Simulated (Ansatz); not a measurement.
Input for Ansatz (a first-principles code): U-wB97X-V/def2-TZVPP on GaH2I (SMILES [GaH2][I]), a point of a bond scan (R = 6.783 Å). Elements past Kr take the def2 small-core potentials; no spin–orbit coupling.

Ansatz 0.2 input:
```yaml
crystal:
  periodic: [false, false, false]
  atoms:
    - {symbol: Ga, position_ang: [-0.82101660, -1.27596731, 0.21510403]}
    - {symbol: H, position_ang: [-0.27059022, -2.26514816, 1.28725685]}
    - {symbol: H, position_ang: [-2.09922929, -1.41786168, -0.66637083]}
    - {symbol: I, position_ang: [2.81304149, 4.37183483, -0.73700893]}
basis:
  gaussian:
    orbitals: def2-TZVPP
hamiltonian:
  xc: {name: wB97X-V}
magnetization: {spin_polarized: true, initial_magnetization: 0}
```

Program output:

```
WARN ansatz: RAYON_NUM_THREADS=1 ignored (pool sized by the plan → 1); use --threads N
Functional definition: wB97X-V
integrals: 0.06 GiB planned
910 factors; their error is unknown
integrals: 0.09 GiB planned
198 factors; integrals over basis functions are off by at most 1.4e-4 eV
mean field: 0.87 GiB planned
mean field evaluation 1: about -60499.3030 eV, gradient 1.9e1 eV
mean field evaluation 2: about -60421.6477 eV, gradient 5.9e1 eV
mean field evaluation 4: about -60500.8447 eV, gradient 6.2e0 eV
mean field evaluation 8: about -60501.7751 eV, gradient 2.8e0 eV
mean field evaluation 16: about -60502.1628 eV, gradient 1.9e-2 eV
mean field evaluation 32: about -60503.7620 eV, gradient 7.8e-5 eV
mean field evaluation 64: about -60502.1628 eV, gradient 4.4e-4 eV
mean field evaluation 96: about -60503.7603 eV, gradient 4.7e-2 eV
mean field -60503.76201935 eV, -2223.4722432883 hartree, gradient 5.9e-6 eV, S^2 1.004173; 6 other end points of the search recorded, 0 dependent functions left out
reference -60503.76201827 eV, -2223.4722432486 hartree; 29, 29 occupied and 97, 97 virtual orbitals, 910 factors
Total energy: -60503.76201827 eV, -2223.4722432486 hartree
```

The calculation finished and met its thresholds. Its determinant has ⟨S²⟩ = 1.00, a mixture of spin states.

Cost: very roughly 60 core-seconds.
